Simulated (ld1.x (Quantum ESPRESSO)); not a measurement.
**Ga, TM: configuration errors across variants**

| Quantity | Value |
| --- | --- |
| Element | Ga (Z = 31) |
| Generator | ld1.x (Quantum ESPRESSO) 7.5 |
| Type | norm-conserving Troullier–Martins (Kleinman–Bylander form) |
| Functional | LDA (PZ) |
| Relativity | scalar-relativistic |
| Frozen core | [Ar] 3d10 |
| Valence charge | 3 |
| Reference configuration | 4s2 4p1 |
| Partial waves | 4s (bound): rc 1.90 bohr; 4d channel at -0.05 Ry: rc 1.75 bohr; 4p (bound): rc 2.25 bohr |
| Local potential | the p channel |
| Core correction | a·sin(br)/r model core, default radius (core density twice the valence density) |

All-electron excitation energies from the reference (eV): (1) 4s2 4p0 5.888; (2) 4s1 4p0 27.391; (3) 4s2 4p0.5 2.120; (4) 4s1 4p2 6.612; (5) 4s1 4p1 13.338; (6) 4s2 4p1.3 -0.578; (7) 4s0 4p3 13.544; (8) 4s2 4p1 spin -0.134; (9) 4s1 4p0 spin 27.084.

Spin tests fill each open shell by Hund’s rule, majority spin first.

The default core radius of the base comes out at 1.55 bohr.

2 further variants failed, have other tests or another functional or relativity, and are left out.

A true bound ghost makes a file unfit for plane-wave use even where its test errors are small: the radial tests pick states by their node count and pass the ghost by.

Errors AE − PS in meV (a dash: test not solved or not reliable):

| change | (1) | (2) | (3) | (4) | (5) | (6) | (7) | (8) | (9) | bound ghosts |
| --- | --- | --- | --- | --- | --- | --- | --- | --- | --- | --- |
| base | -14 | -191 | -2.1 | -16 | -51 | -0.1 | -58 | -0.7 | -197 | s, d |
| wave 4p (bound): rc 2.25 bohr becomes 4p (bound): rc 2.80 bohr | -14 | -195 | -2.0 | -11 | -44 | -0.1 | -37 | -1.3 | -201 | s, d |
| all radii but the core radius scaled by about 0.78 (s 1.48, p 1.76, d 1.36 bohr) | -13 | -186 | -1.9 | -16 | -49 | -0.1 | -57 | -0.7 | -194 | none |
| core correction none | +6.4 | +113 | +1.0 | +15 | +24 | +0.3 | +77 | +16 | +423 | s, d |
| wave 4d channel at -0.05 Ry: rc 1.75 bohr becomes 4d channel at -0.05 Ry: rc 1.42 bohr | -14 | -191 | -2.1 | -16 | -51 | -0.1 | -58 | -0.7 | -197 | s |
| local potential the s channel | -11 | -173 | -1.8 | -15 | -48 | -0.1 | -60 | -0.6 | -181 | d |
| wave 4d channel at -0.05 Ry: rc 1.75 bohr becomes 4d channel at 2.42 Ry: rc 1.75 bohr | -14 | -191 | -2.1 | -16 | -51 | -0.1 | -58 | -0.7 | -197 | s, d |
| type PAW; waves now 4s (bound): rcut 1.65, rcutus 1.90 bohr; 4s channel at -0.35 Ry: rcut 1.65, rcutus 1.90 bohr; 4p (bound): rcut 1.95, rcutus 2.25 bohr; 4p channel at 4.7 Ry: rcut 1.95, rcutus 2.25 bohr; 4d channel at -0.05 Ry: rcut 1.50, rcutus 1.75 bohr; local potential all-electron potential smoothed inside 1.40 bohr (lloc = -1); augmentation PSQ, inside the norm-conserving radii | -13 | -203 | -2.0 | -17 | -55 | -0.1 | -64 | -1.3 | -221 | d |

(1) Give the same row for: wave 4s (bound): rc 1.90 bohr becomes 4s (bound): rc 1.26 bohr.

## Answers

(1) -13, -188, -2.0, -19, -52, -0.1, -70, -0.6, -194; bound ghosts: s, d.
